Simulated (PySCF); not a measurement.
**`O=Cc1pcn[n]1[GeH3]`, C$_{3}$H$_{5}$GeN$_{2}$OP**

Geometry:
```tsv
atom	x (Å)	y (Å)	z (Å)
O1	-1.844	1.284	0.424
C2	-0.732	1.776	0.347
C3	0.426	0.981	0.087
P4	2.109	1.412	-0.063
C5	2.374	-0.301	-0.333
N6	1.300	-1.052	-0.305
N7	0.220	-0.352	-0.074
Ge8	-1.423	-1.264	-0.012
H9	-0.573	2.858	0.475
H10	3.327	-0.768	-0.516
H11	-2.284	-0.774	-1.123
H12	-0.907	-2.648	-0.279
H13	-1.998	-1.151	1.356
```

Method: quadratic response LC-wPBE/def2-SVPD first hyperpolarisability, Taylor convention, gas phase (PySCF). Geometry: GFN2-xTB.

The calculation is non-relativistic, which matters for the atoms heavier than Zn.

(1) Give the tensor of the static β(0;0,0) in the axes of these coordinates.

Results:

(1) In au, Taylor convention; rows are the first index (the induced dipole):
|  | xx | yy | zz | xy | xz | yz |
| --- | --- | --- | --- | --- | --- | --- |
| x | +208.6 | -6.4 | +1.5 | -74.7 | -38.0 | +6.9 |
| y | -74.7 | -89.3 | -19.9 | -6.4 | +6.9 | -6.0 |
| z | -38.0 | -6.0 | -6.2 | +6.9 | +1.5 | -19.9 |

Norm of βᵢ = ⅓ Σⱼ (βᵢⱼⱼ + βⱼᵢⱼ + βⱼⱼᵢ): 279.0 au, hyper-Rayleigh value 114.0 au.
